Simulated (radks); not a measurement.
Results of a calculation; reference values are marked as such.
Spherical quantum dot in the effective-mass picture: electrons in a parabolic well V = omega^2 r^2 / 2 with omega = 1.5, with a point charge +2 (a donor) at the centre, all in effective atomic units (hartree* = m*/eps^2 hartree, bohr* = eps/m* bohr), one dielectric constant everywhere. Level of theory: non-relativistic Kohn-Sham, LDA (Slater exchange, Perdew-Wang correlation), spin-polarised, spherical densities (a radial shooting solver with Libxc functionals). Levels are named by radial order and angular momentum (1s, 1p, 1d, 2s, ...), and open shells are averaged over m.

N = 13, configuration 1s2 1p6 1d(up 3, down 0) 2s2. This is the lowest configuration that the search found. Occupied and some empty levels:

| level | occupation | eigenvalue (hartree*) | <r> (bohr*) |
|---|---|---|---|
| 1s up | 1 | 8.1512 | 0.8296 |
| 1s down | 1 | 8.1877 | 0.8166 |
| 1p up | 3 | 9.7447 | 1.421 |
| 1p down | 3 | 9.8236 | 1.415 |
| 2s up | 1 | 10.328 | 1.472 |
| 2s down | 1 | 10.396 | 1.480 |
| 1d up | 3 | 10.866 | 1.693 |
| 1d down | 0 | 10.952 | 1.695 |
| 1f up | 0 | 12.007 | 1.897 |
| 2p up | 0 | 12.055 | 1.698 |
| 1f down | 0 | 12.091 | 1.902 |
| 2p down | 0 | 12.111 | 1.702 |
| 1g up | 0 | 13.196 | 2.069 |
| 1g down | 0 | 13.272 | 2.076 |

Energy (hartree*): total 76.7736, kinetic 22.573, external 7.8362, Hartree 53.961, exchange-correlation -7.5968.

Electron density:

| r (bohr*) | n(r) (e/bohr*^3) |
|---|---|
| 0.0603 | 5.475 |
| 0.288 | 2.265 |
| 0.515 | 1.046 |
| 0.743 | 0.6203 |
| 0.970 | 0.4894 |
| 1.20 | 0.4311 |
| 1.43 | 0.3572 |
| 1.65 | 0.2579 |
| 1.88 | 0.1570 |
| 2.11 | 0.08004 |
| 2.33 | 0.03379 |
| 2.56 | 0.01189 |
| 2.79 | 0.003476 |
| 3.02 | 0.0008413 |
